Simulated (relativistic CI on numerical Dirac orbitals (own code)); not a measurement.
## Hyperfine structure of Hf⁴⁴⁺, mass number 177

Calculated at this level of theory: Dirac-Coulomb-Breit CI, orbitals from a KLI potential per configuration, model QED (radiative potential, 1s self-energy scaled to tabulated hydrogen-like ionisation energies), unscaled Slater integrals (own radial code, finite nucleus).

Configuration list (outside the closed core [Ne]): 3s²3p⁶3d¹⁰, 3s²3p⁶3d⁹4s, 3s²3p⁶3d⁹4p, 3s²3p⁶3d⁹4d, 3s²3p⁵3d¹⁰4s, 3s²3p⁶3d⁹4f, 3s²3p⁵3d¹⁰4p, 3s²3p⁶3d⁸4s², 3s²3p⁵3d¹⁰4d, 3s²3p⁶3d⁸4s4p, 3s3p⁶3d¹⁰4s, 3s²3p⁶3d⁹5s, 3s²3p⁶3d⁸4p², 3s²3p⁵3d¹⁰4f, 3s²3p⁶3d⁸4s4d, 3s²3p⁶3d⁹5p. Levels of other configurations are missing.

Nuclear spin I = 7/2, μ = 0.791 μN, Q = 3.37 b (tables of Stone and Pyykkö). The electronic factors are computed for point nuclear moments, without core polarisation or the Bohr-Weisskopf and QED corrections.

```
           Level   E (eV)  A (GHz)  B (GHz)
 3s²3p⁶3d⁹4s ³D3  1448.50    64.08     -238
 3s²3p⁶3d⁹4s ¹D2  1450.30   -48.53     -188
 3s²3p⁶3d⁹4s ³D1  1506.69   -62.24    -97.2
 3s²3p⁶3d⁹4s ³D2  1507.86    100.9     -197
3s²3p⁶3d⁹4p ³P°2  1540.30   -9.398     -169
3s²3p⁶3d⁹4p ³F°2  1598.51       42     -178
3s²3p⁶3d⁹4p ³F°4  1629.29    9.633      148
3s²3p⁶3d⁹4p ¹D°2  1631.24    8.547     -364
```

Levels with J = 0, under 50 % of one LS term, or S terms without an open s electron are left out. Small factors come from cancelling terms and can be off by tens of per cent or more.

At this charge energies of transitions that change n are usually good to better than 1 %, and those within a shell (Δn = 0) to a few per cent.

(1) Give the hyperfine levels of 3s²3p⁶3d⁹4s ³D3 relative to its centre of gravity.

Answers

(1) With K = F(F + 1) − I(I + 1) − J(J + 1), E = AK/2 + B[¾K(K + 1) − I(I + 1)J(J + 1)]/[2I(2I − 1)J(2J − 1)]: F = 1/2: -992.9, F = 3/2: -854.2, F = 5/2: -634.3, F = 7/2: -350.4, F = 9/2: -26.28, F = 11/2: 307.4, F = 13/2: 613.3 GHz.

LS names give the leading component of a level, which can be under half, so a name can repeat, a term be missing and a line seem to break the LS rules.
